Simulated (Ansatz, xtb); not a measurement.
**Relative energy of two isomers of C3H7GeNSi**

Structure a is `C=C[SiH2][GeH2][C]#N`, a singlet and structure b is `C=[CH][GeH2][SiH2]C#N`, a singlet. Both are isolated molecules in the gas phase, relaxed with PBE0-D3(BJ)/def2-SVP, each in the lowest conformer that the search found.

Quicker runs give these differences E(b) − E(a): GFN2-xTB +0.160 eV; HF/STO-3G +0.069 eV (at GFN2-xTB geometries); r2SCAN-D4/def2-SVP +0.002 eV (at GFN2-xTB geometries).

Problem. Estimate E(b) − E(a) at the level CCSD(T)/def2-SVP + ΔMP2/def2-TZVPP.

Solution. Too close to call at this level: CCSD(T)/def2-SVP + ΔMP2/def2-TZVPP gives E(b) − E(a) = +0.015 eV.

Level by level:

```tsv
level	geometry	E(b) − E(a) (eV)	departure from the last row (eV)	job, with rough time for the two
GFN2-xTB	GFN2-xTB	+0.160	+0.145	optimisation, 1.4 s
HF/STO-3G	GFN2-xTB	+0.069	+0.054	single point, 2.1 s
r2SCAN-D4/def2-SVP	GFN2-xTB	+0.002	−0.013	single point, 13 s
PBE0-D3(BJ)/def2-SVP	PBE0-D3(BJ)/def2-SVP	+0.007	−0.007	optimisation, 6.8 min
HF/def2-SVP	PBE0-D3(BJ)/def2-SVP	+0.031	+0.016	part of the CCSD(T) run
MP2/def2-SVP	PBE0-D3(BJ)/def2-SVP	+0.001	−0.014	part of the CCSD(T) run
CCSD(T)/def2-SVP	PBE0-D3(BJ)/def2-SVP	+0.009	−0.006	single point
CCSD(T)/def2-SVP + ΔMP2/def2-TZVPP	PBE0-D3(BJ)/def2-SVP	+0.015		single point, 4 min
```

As drawn, both hold the same kinds of bond in the same numbers.

The largest departure from CCSD(T)/def2-SVP + ΔMP2/def2-TZVPP is that of GFN2-xTB, 0.145 eV. The last row adds to CCSD(T) the change of the MP2 difference between the two basis sets, here +0.006 eV.

With thermal terms from frequencies at re-optimised GFN2-xTB minima (ideal gas, soft modes damped towards free rotors, one conformer each, 298.15 K, 1 atm): on the last row, ΔE + ΔZPE = +0.009, ΔH = +0.010, ΔG = +0.004 eV.

The correlated steps freeze 18 core orbitals; the filled d shell of Ge is correlated, in a basis made for valence electrons. Run with Ansatz 0.2.0, xtb 6.7.1; the last row on 2 threads of AMD EPYC (Zen 3) on a shared host.
